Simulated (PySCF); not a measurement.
C6H11O (SMILES C[C](C)CC(C)=O), doublet, at a GFN2-xTB geometry; MP2/STO-3G in PySCF.

Input for PySCF:
```python
from pyscf import gto, scf, mp

mol = gto.M(
    atom='''
C    -0.97511288    1.58097870   -0.94203304
C    -0.96231969    0.53522561    0.11085503
C    -1.97227886   -0.54738907    0.09058227
C     0.15344713    0.42274369    1.07514839
C     1.00349514   -0.56158825    0.27571600
C     2.07304886    0.06860748   -0.57898108
O     0.77513768   -1.75479997    0.28390729
H    -1.96906957    2.02875190   -1.00777574
H    -0.25662568    2.37086978   -0.73304793
H    -0.75760249    1.16387695   -1.93176553
H    -2.62178701   -0.47275434   -0.77775111
H    -2.58934883   -0.52972765    0.99332890
H    -1.46799437   -1.52046669    0.07946754
H    -0.16180915   -0.03317521    2.01389098
H     0.67421938    1.36181235    1.24929421
H     1.65956405    0.85865389   -1.19986032
H     2.53323844   -0.68746312   -1.21024054
H     2.83443576    0.50655300    0.06547593
''',
    basis='sto-3g',
    spin=1,
    verbose=4,
)

mf = scf.UHF(mol)
mf.kernel()

pt = mp.MP2(mf, frozen=7)
pt.kernel()
print('E(MP2) = %.10f' % pt.e_tot)
```

**Question.** Write the output that PySCF gives for this input, abridged.

**Answer.** 
```
PySCF version 2.14.0

[INPUT] verbose = 4
[INPUT] num. atoms = 18
[INPUT] num. electrons = 55
[INPUT] charge = 0
[INPUT] spin (= nelec alpha-beta = 2S) = 1
[INPUT] symmetry False subgroup None
[INPUT] Mole.unit = angstrom
[INPUT] Symbol           X                Y                Z      unit          X                Y                Z       unit  Magmom
[INPUT]  1 C     -0.975112880000   1.580978700000  -0.942033040000 AA   -1.842696283736   2.987616751771  -1.780184445891 Bohr   0.0
[INPUT]  2 C     -0.962319690000   0.535225610000   0.110855030000 AA   -1.818520658376   1.011429817753   0.209485646230 Bohr   0.0
[INPUT]  3 C     -1.972278860000  -0.547389070000   0.090582270000 AA   -3.727066886669  -1.034415425880   0.171175682041 Bohr   0.0
[INPUT]  4 C      0.153447130000   0.422743690000   1.075148390000 AA    0.289973050301   0.798869794988   2.031736000367 Bohr   0.0
[INPUT]  5 C      1.003495140000  -0.561588250000   0.275716000000 AA    1.896330981932  -1.061247987274   0.521027728161 Bohr   0.0
[INPUT]  6 C      2.073048860000   0.068607480000  -0.578981080000 AA    3.917494588242   0.129649347297  -1.094115672505 Bohr   0.0
[INPUT]  7 O      0.775137680000  -1.754799970000   0.283907290000 AA    1.464797924031  -3.316091346695   0.536507022867 Bohr   0.0
[INPUT]  8 H     -1.969069570000   2.028751900000  -1.007775740000 AA   -3.721002207515   3.833785465691  -1.904420143581 Bohr   0.0
[INPUT]  9 H     -0.256625680000   2.370869780000  -0.733047930000 AA   -0.484952251730   4.480294561208  -1.385259823879 Bohr   0.0
[INPUT] 10 H     -0.757602490000   1.163876950000  -1.931765530000 AA   -1.431661217389   2.199408678194  -3.650507788575 Bohr   0.0
[INPUT] 11 H     -2.621787010000  -0.472754340000  -0.777751110000 AA   -4.954459405842  -0.893376226800  -1.469736590976 Bohr   0.0
[INPUT] 12 H     -2.589348830000  -0.529727650000   0.993328900000 AA   -4.893160129663  -1.001040179109   1.877119572615 Bohr   0.0
[INPUT] 13 H     -1.467994370000  -1.520466690000   0.079467540000 AA   -2.774107311703  -2.873265625624   0.150171886393 Bohr   0.0
[INPUT] 14 H     -0.161809150000  -0.033175210000   2.013890980000 AA   -0.305774977949  -0.062692061025   3.805702396932 Bohr   0.0
[INPUT] 15 H      0.674219380000   1.361812350000   1.249294210000 AA    1.274089976074   2.573452374550   2.360823905905 Bohr   0.0
[INPUT] 16 H      1.659564050000   0.858653890000  -1.199860320000 AA    3.136121540674   1.622620687892  -2.267407392533 Bohr   0.0
[INPUT] 17 H      2.533238440000  -0.687463120000  -1.210240540000 AA    4.787126859820  -1.299117017539  -2.287023165446 Bohr   0.0
[INPUT] 18 H      2.834435760000   0.506553000000   0.065475930000 AA    5.356307304073   0.957246437577   0.123731575451 Bohr   0.0

nuclear repulsion = 311.255814889991
number of shells = 32
number of NR pGTOs = 138
number of NR cGTOs = 46
basis = sto-3g
ecp = {}

******** <class 'pyscf.scf.uhf.UHF'> ********
method = UHF
initial guess = minao
damping factor = 0
level_shift factor = 0
DIIS = <class 'pyscf.scf.diis.CDIIS'>
diis_start_cycle = 1
diis_space = 8
diis_damp = 0
SCF conv_tol = 1e-09
SCF conv_tol_grad = None
SCF max_cycles = 50
direct_scf = True
direct_scf_tol = 1e-13
number electrons alpha = 28  beta = 27
Set gradient conv threshold to 3.16228e-05
init E= -306.039555368451

cycle= 1 E= -304.40143714463  delta_E= 1.64  |g|= 0.478  |ddm|= 3.62
cycle= 2 E= -304.5376274524  delta_E= -0.136  |g|= 0.381  |ddm|=  1.1
cycle= 3 E= -304.615850702275  delta_E= -0.0782  |g|= 0.0656  |ddm|= 0.432
cycle= 4 E= -304.624834140884  delta_E= -0.00898  |g|= 0.0237  |ddm|= 0.209
cycle= 5 E= -304.62600054907  delta_E= -0.00117  |g|= 0.0106  |ddm|= 0.0767
cycle= 6 E= -304.626254164961  delta_E= -0.000254  |g|= 0.00628  |ddm|= 0.0333
cycle= 7 E= -304.626400978492  delta_E= -0.000147  |g|= 0.00583  |ddm|= 0.0213
cycle= 8 E= -304.626457175046  delta_E= -5.62e-05  |g|= 0.00596  |ddm|= 0.0076
cycle= 9 E= -304.625969372621  delta_E= 0.000488  |g|= 0.0043  |ddm|= 0.0781
cycle= 10 E= -304.625716786563  delta_E= 0.000253  |g|= 0.0022  |ddm|= 0.0828
cycle= 11 E= -304.625695921028  delta_E= 2.09e-05  |g|= 0.00121  |ddm|= 0.034
cycle= 12 E= -304.625699664925  delta_E= -3.74e-06  |g|= 0.000718  |ddm|= 0.0131
cycle= 13 E= -304.62570288137  delta_E= -3.22e-06  |g|= 0.000342  |ddm|= 0.00679
cycle= 14 E= -304.625703517369  delta_E= -6.36e-07  |g|= 0.000156  |ddm|= 0.0028
cycle= 15 E= -304.625703627392  delta_E= -1.1e-07  |g|= 6.28e-05  |ddm|= 0.00128
cycle= 16 E= -304.625703637874  delta_E= -1.05e-08  |g|= 2.66e-05  |ddm|= 0.000378
cycle= 17 E= -304.625703639365  delta_E= -1.49e-09  |g|= 1.17e-05  |ddm|= 9.96e-05
cycle= 18 E= -304.625703639792  delta_E= -4.27e-10  |g|= 7.11e-06  |ddm|= 4.56e-05
Extra cycle  E= -304.625703639907  delta_E= -1.15e-10  |g|= 6.12e-06  |ddm|= 1.54e-05
converged SCF energy = -304.625703639907  <S^2> = 0.7853816  2S+1 = 2.035074

******** <class 'pyscf.mp.ump2.UMP2'> ********
nocc = (np.int64(21), np.int64(20)), nmo = (39, 39)
frozen orbitals 7
E(UMP2) = -304.976069248606  E_corr = -0.350365608699056
E(SCS-UMP2) = -305.002648997759  E_corr = -0.376945357851544
E_corr(same-spin) = -0.0501846606776801
E_corr(oppo-spin) = -0.300180948021376
E(MP2) = -304.9760692486
```
